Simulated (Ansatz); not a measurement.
The same path of C3H6GeO (11 atoms, charge 0, multiplicity 1) was run twice with different band settings. The coordinate that changes most is the dihedral C3–C4–O5–H11.

Computed with Ansatz 0.2.0, RKS PBE-D4/def2-mTZVP.

Relaxed end points:

```xyz
11
Properties=species:S:1:pos:R:3
C -1.783 0.532 0.764
Ge 0.080 0.797 0.191
C 1.418 -0.604 0.365
C 0.999 -0.492 -0.903
O 1.222 -1.056 -2.113
H -2.018 -0.540 0.753
H -2.474 1.057 0.090
H -1.931 0.919 1.782
H 0.526 2.284 0.149
H 2.123 -1.196 0.951
H 1.903 -1.758 -2.009
```

```xyz
11
Properties=species:S:1:pos:R:3
C -1.742 0.493 0.693
Ge 0.147 0.737 0.193
C 1.492 -0.608 0.568
C 1.155 -0.639 -0.724
O 1.541 -1.392 -1.788
H -1.967 -0.580 0.753
H -2.407 0.958 -0.048
H -1.940 0.951 1.672
H 0.565 2.224 0.024
H 2.169 -1.123 1.251
H 1.053 -1.079 -2.574
```

Common settings: movable images 5; climbing image yes; spring 5.0 eV/Å²; optimiser quadratic models (default); start path through a guess of the saddle point; force threshold 0.05 eV/Å; end points relaxed.

| run | iteration limit |
| --- | --- |
| 1 | 60 |
| 2 | 10 |

**Question.** What does each run give, and how far can it be trusted?

**Answer.** Run 1: converged after 9 iterations, highest image 0.255 eV above the first end. A vibrational analysis at the climbing image gives one clearly imaginary mode, 465i cm⁻¹: a first-order saddle point.
Run 2: converged after 9 iterations, highest image 0.255 eV above the first end. Another band between the same ends (5 images) ends at a top of the same energy, where a vibrational analysis finds 1 clearly imaginary mode.
